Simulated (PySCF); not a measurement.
Correlation energy of Ge(2+) (germanium, charge +2)

[Ar] 3d10 4s1 5s1, high-spin 3S determinant (an excited configuration). Computed with PySCF 2.14 in aug-cc-pVTZ-PP with one added diffuse shell each of s, d, f type with ECP10MDF (7s5p5d3f, 68 functions), with scalar relativity through the core potential. Frozen: 3s2 3p6 3d10; 2 electrons correlated.

With two correlated electrons CCSD is exact within the correlated space (frozen core and kept virtual orbitals).

| level | correlation energy (mhartree) |
| --- | --- |
| CCSD | -7.33 |

Diagnostics: T1 = 0.0062, D1 = 0.0123, largest double amplitude 0.055.

The outer electron is Rydberg-like, and this basis confines it to a smaller radius and binds it less than a complete one would.

Cost of the coupled-cluster step: of the order of 1.9 core-seconds, for 2 correlated electrons.
